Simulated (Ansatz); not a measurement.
Species: C3H8BO (charge 0, doublet). SMILES: COB(C)[CH2]
Geometry: optimised at B3LYP-D3(BJ)/def2-TZVP (Ansatz, an electronic-structure program).

Property: enthalpy of formation at 298 K, in kcal/mol. Terms: non-relativistic; UHF or UKS for open shells; no dispersion term unless named; 6-311+G** with 5d; no spin-orbit coupling; frozen cores in correlated levels; six Cartesian d functions in 6-31G* and its kin unless marked 5d; LANL2DZ all-electron up to Ne. Basis-set limits of correlation are two-point, X^-3; Hartree-Fock from the larger set. Ab initio and DFT rows: single points at B3LYP-D3(BJ) geometries (Ansatz), with unscaled harmonic terms from B3LYP/6-31G* (Ansatz) at its own minima, enthalpies of formation by atomisation with measured atoms.

Coupled cluster (Ansatz) is a level with limits of its own, used here on species with T1 under 0.025 (0.045 for open shells) and stable references: CCSD(T)/CBS(cc-pVTZ,cc-pVQZ).

Value to compare with, CCSD(T)/CBS(cc-pVTZ,cc-pVQZ) (Ansatz): -41.8 kcal/mol.

```
level                           program  enthalpy of formation at 298 K (kcal/mol)  difference
-----------------------  --------------  -----------------------------------------  ----------
HF/LANL2DZ                       Ansatz                                      300.1       341.9
HF/6-311+G**                     Ansatz                                      252.7       294.5
B3LYP/6-31+G*                    Ansatz                                      -34.4         7.4
PBE0/6-311+G**                   Ansatz                                      -43.8        -2.0
MP2/3-21G                        Ansatz                                      106.9       148.7
MP2/6-311+G**                    Ansatz                                        7.6        49.4
r2SCAN-D4/def2-TZVPD     Ansatz + dftd4                                      -53.8       -12.0
B3LYP-D3(BJ)/def2-TZVPD  Ansatz + dftd3                                      -49.5        -7.7
wB97X-V/def2-TZVPD               Ansatz                                      -45.2        -3.4
```

Among the 6 habitual levels, HF/LANL2DZ lies farthest from CCSD(T)/CBS(cc-pVTZ,cc-pVQZ) (Ansatz) (341.9 kcal/mol) and PBE0/6-311+G** nearest (-2.0); 5 of 6 lie above it, and their mean absolute difference is 140.6 kcal/mol, the median 99.0. One case shows no general order.

The levels are drawn from those run, B3LYP/6-31G* more often than the rest, none by its result; left out are runs that failed, that the program found above a lower state of the same kind, or whose <S^2> lies over 0.5 above the pure value.
